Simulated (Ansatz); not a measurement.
Consider the redistribution: `[NH2][AlH][CH]1CC1` + `[CH3][SbH][OH]` → `[CH3][AlH][CH]1CC1` + `[NH2][SbH][OH]`.

Gas-phase electronic energies from Ansatz, PBE0-D4/def2-TZVP geometries. CCSD(T)/CBS is the MP2 limit (def2-TZVPP, def2-QZVPP) plus CCSD(T) − MP2 in def2-TZVPP, frozen cores. DFT in def2-TZVPP. B3LYP here is the variant with VWN-RPA as its local correlation; programs differ in this. Elements past krypton have def2 core potentials. For Sb outer-core shells are correlated without core-valence functions, which leaves a few kJ/mol of doubt a bond. One conformer a species, not always the lowest.

`[NH2][AlH][CH]1CC1`:

```xyz
13

N     0.487   -2.125   -0.683
Al   -0.933   -1.266   -0.064
C    -0.744    0.609    0.359
C     0.178    1.498   -0.458
C     0.556    1.144    0.933
H     1.398   -1.725   -0.840
H     0.494   -3.101   -0.930
H    -2.271   -2.102    0.104
H    -1.623    1.130    0.730
H    -0.145    2.514   -0.651
H     0.736    1.053   -1.275
H     1.378    0.452    1.086
H     0.490    1.918    1.688
```

`[CH3][SbH][OH]`:

```xyz
8

C    -1.133    0.001    0.368
Sb    0.395   -0.176   -1.123
O     1.765    0.661    0.032
H    -1.911   -0.744    0.196
H    -1.572    0.998    0.327
H    -0.677   -0.162    1.344
H     0.777   -1.785   -0.653
H     2.356    1.207   -0.491
```

`[CH3][AlH][CH]1CC1`:

```xyz
14

C    -1.563   -1.236    0.994
Al   -0.424    0.306    1.374
C     0.797    0.934    0.016
C     1.452   -0.066   -0.925
C     0.403    0.838   -1.451
H    -1.419   -1.649   -0.008
H    -2.621   -0.971    1.095
H    -1.382   -2.041    1.714
H    -0.508    1.027    2.793
H     1.427    1.792    0.235
H     2.479    0.122   -1.215
H     1.213   -1.119   -0.813
H     0.710    1.648   -2.103
H    -0.562    0.413   -1.704
```

`[NH2][SbH][OH]`:

```xyz
7

N    -0.394    0.684   -0.962
Sb   -0.175    0.290    0.995
O     0.278   -1.620    0.826
H    -1.126    1.332   -1.209
H     0.428    0.837   -1.526
H     1.502    0.639    1.068
H    -0.515   -2.162    0.808
```

```csv
level,ΔE (kcal/mol),difference from CCSD(T)/CBS
r2SCAN-D4,18.9,-0.6
PBE0-D4,18.5,-1.0
B3LYP-D4,19.0,-0.5
ωB97X-V,18.5,-1.0
B2PLYP,19.3,-0.2
PBE,17.6,-1.9
PBE0,18.4,-1.1
CCSD/def2-TZVPP,20.1,0.6
HF/CBS(def2),20.0,0.5
MP2/CBS(def2),19.8,0.3
CCSD(T)/CBS,19.5,0
```

Largest T1 diagnostic among the species: 0.014.

From PBE to PBE0 (25 % exact exchange), in def2-TZVPP and without D4, ΔE moves by +0.8 kcal/mol.
